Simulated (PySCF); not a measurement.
Input file for PySCF: R-MP2/6-31G* on BeB+, 2S+1 = 1, a spin state set in the input, which need not be the lowest, a point of a bond scan (R = 2.285 Å). Charge +1.

```python
from pyscf import gto, scf, dft, mp
from pyscf.data.elements import chemcore

mol = gto.M(
    atom='''
    Be    0.00000000    0.00000000    0.00000000
    B     0.00000000    0.00000000    2.28522500
    ''',
    basis='6-31g*',
    cart=True,
    charge=1, spin=0, verbose=3, max_memory=1800)
mf = scf.RHF(mol)
mf.conv_tol = 1e-8
mf.max_cycle = 100
mf.kernel()
if not mf.converged:
    mf = mf.newton().run(mf.mo_coeff, mf.mo_occ)
pt = mp.MP2(mf, frozen=chemcore(mol)).run()
```

The log:

```
converged SCF energy = -38.8501396537602
E(RMP2) = -38.9247060631038  E_corr = -0.0745664093435242
E(SCS-RMP2) = -38.9348969873806  E_corr = -0.0847573336203249
```

Self-consistency was reached.

Cost: about 0.18 core-seconds (a rough figure).
